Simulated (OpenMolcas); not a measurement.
Fe5+: effect of the IPEA shift

| Item | Value |
| --- | --- |
| Program | OpenMolcas |
| Basis | ANO-RCC-VQZP [7s6p4d3f2g1h] |
| Scalar Hamiltonian | DKH2, point nucleus |
| Active space | 3 electrons in 5 orbitals (3d) |
| State averaging | 2S+1 = 4 even, 10 roots; 2S+1 = 2 even, 40 roots |
| Spin-orbit coupling | RASSI with atomic mean-field integrals over the reference wave functions, term energies averaged over their components |

Methods on the same reference wave functions:
A. CASSCF
B. MS-CASPT2, IPEA 0 Eh, imaginary shift 0.1 Eh (closed shells correlated: 3s 3p)
C. MS-CASPT2, IPEA 0.25 Eh, imaginary shift 0.1 Eh (closed shells correlated: 3s 3p)

Energies in cm⁻¹ above 3d³ ⁴F_3/2, the measured ground level; measured values from Corliss and Sugar, J. Phys. Chem. Ref. Data 11, 135 (1982).

```csv
Level,A,B,C,Measured
3d³ ⁴F_3/2,0.0,0.0,0.0,0.0
3d³ ⁴F_5/2,515,520,520,511
3d³ ⁴F_7/2,1213,1220,1220,1188
3d³ ⁴F_9/2,2072,2070,2070,2001
3d³ ⁴P_1/2,23173,19460,19620,18738
3d³ ⁴P_3/2,23365,19640,19800,18942
3d³ ²G_7/2,23863,20530,20890,20616
3d³ ⁴P_5/2,23998,20290,20450,19611
3d³ ²G_9/2,24556,21250,21610,21315
3d³ ²P_1/2,31410,26870,27170,26496
3d³ ²H_9/2,31514,29060,29250,28724
3d³ ²P_3/2 [58 %],31527,26620,26950,26215
3d³ ²H_11/2,32023,29580,29780,29203
3d³ ²D_3/2(1) [60 %],34519,28990,29340,28628
3d³ ²D_5/2(1),34822,28890,29290,28484
3d³ ²F_7/2,53895,46990,47330,46217
3d³ ²F_5/2,54200,47290,47630,46604
3d³ ²D_5/2(2),84141,74090,74280,71708
3d³ ²D_3/2(2),84502,74430,74640,72049
```

Deviations, from unrounded energies. A percentage is the sum of absolute deviations over the sum of measured energies, with the sign that they share, or ± where signs differ.

| Against measurement | Levels | A | B | C |
| --- | --- | --- | --- | --- |
| mean absolute deviation (cm-1) | 18 | 4900 | 600 | 810 |
| fine structure of the ground term (%) | 3 | +2.7 | +3.1 | +3.1 |
| other terms of the ground configuration (%) | 15 | +17.5 | ±2.1 | +2.9 |

B lies closest to measurement on these levels and A furthest from it. The largest miss of B in the table is 3d³ ²D_5/2(2), by +2400 cm-1. The ranking rests on the paired levels alone, and a cruder setting can come out closer through cancelling errors.

Between B and C the level of the table that moves most is 3d³ ²D_5/2(1), by 400 cm-1 (lowest in B, highest in C). Moves below CASPT2's spread within the term are not significant.

The mean deviations of B to C differ by less than CASPT2's widest spread within a term (880 cm-1), so their order carries little weight.

From A to B the spin-free energies of the other terms of 3d³ shown, above ⁴F, scale by factors of 0.82 to 0.92, as is usual when dynamic correlation screens the repulsion within a d or f shell.

The lowest spin-free term lies below A's lowest term by 0.364 hartree in B, 0.359 hartree in C.

Term energies are means over components that CASPT2 splits; among the terms shown or strongly mixed into the levels shown the widest spread is 880 cm-1 (3d³ ⁴F, B). Without dynamic correlation excited terms often stand tens of per cent too high (terms of higher spin than the ground term too low), and those without a measured partner can miss by more than the paired ones (holds for A). Measured partners are found by configuration, term and J. A level has none where our copy of the source lacks it or the pairing is in doubt (some pairs that miss far off the trend of their configuration count as doubtful), and it then counts in no deviation. Only configurations of the active space appear.

A share in square brackets marks a mixed level and gives the weight of the term that names it, the lowest over the columns. A number in round brackets counts repeated terms of one configuration in the order of the reference energies.
